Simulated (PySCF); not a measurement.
# Electron correlation in S(3+) (sulfur, charge +3)

[Ne] 3s2 3p1, 2P determinant. Computed with PySCF 2.14 in aug-cc-pVTZ-DK (6s5p3d2f, 50 functions), with scalar relativity by spin-free X2C-1e. Frozen: [Ne]; 3 electrons correlated.

```csv
level,correlation energy (mhartree)
CCSD,-69.91
(T),-0.98
CCSD(T),-70.89
CCSDT,-71.23
```

Diagnostics: T1 = 0.0098, D1 = 0.0223, largest double amplitude 0.106.

Cost of the coupled-cluster step: about 2 core-seconds, for 3 correlated electrons.

Iterations:

```
CC2 = 0
CCSD nocc = (np.int64(2), np.int64(1)), nmo = (45, 45)
frozen orbitals [[0, 1, 2, 3, 4], [0, 1, 2, 3, 4]]
max_cycle = 100
direct = 0
conv_tol = 1e-08
conv_tol_normt = 1e-06
diis_space = 8
diis_start_cycle = 0
Init t2, MP2 energy = -0.0501519449234875
Init E_corr(UCCSD) = -0.0501519449327135
cycle = 1  E_corr(UCCSD) = -0.0628047137710227  dE = -0.0126527688  norm(t1,t2) = 0.0472575
cycle = 2  E_corr(UCCSD) = -0.067021646418307  dE = -0.00421693265  norm(t1,t2) = 0.0195215
cycle = 3  E_corr(UCCSD) = -0.069913413977909  dE = -0.00289176756  norm(t1,t2) = 0.00875484
cycle = 4  E_corr(UCCSD) = -0.0698932882857158  dE = 2.01256922e-05  norm(t1,t2) = 0.000944648
cycle = 5  E_corr(UCCSD) = -0.0699091591370988  dE = -1.58708514e-05  norm(t1,t2) = 0.00010516
cycle = 6  E_corr(UCCSD) = -0.0699046612078971  dE = 4.4979292e-06  norm(t1,t2) = 1.65248e-05
cycle = 7  E_corr(UCCSD) = -0.0699062716457062  dE = -1.61043781e-06  norm(t1,t2) = 4.5331e-06
cycle = 8  E_corr(UCCSD) = -0.0699058319862776  dE = 4.39659429e-07  norm(t1,t2) = 1.23882e-06
cycle = 9  E_corr(UCCSD) = -0.0699058351323106  dE = -3.14603302e-09  norm(t1,t2) = 1.19247e-07
UCCSD converged
E(UCCSD) = -396.2320765836492  E_corr = -0.06990583513231065
UCCSD(T) correction = -0.000978164940065681
```
